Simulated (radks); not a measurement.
Question: Ni5+, 23 electrons, occupied as [Ar] 3d(3/2: 4, 5/2: 1). Calculated with a radial shooting solver on a logarithmic mesh with Libxc functionals: Dirac Kohn-Sham, BLYP, spin-unpolarised, spherical densities, finite nucleus; Fermi nuclear charge, rms radius 3.7757 fm.

Spin-orbit splittings of the eigenvalues, e(l+1/2) - e(l-1/2), with zeta = 2 splitting/(2l+1) and mean radii in bohr:

| shell | occ. | splitting (eV) | zeta (eV) | <r> j=l-1/2 | <r> j=l+1/2 |
|---|---|---|---|---|---|
| 2p | 6 | 17.49 | 11.66 | 0.2131 | 0.2163 |
| 3p | 6 | ? | ? | 0.7385 | 0.7469 |
| 3d | 5 | 0.3273 | 0.1309 | 0.7947 | 0.7975 |

Estimate the 3p splitting.

Answer: 2.411 eV (zeta = 1.607 eV).
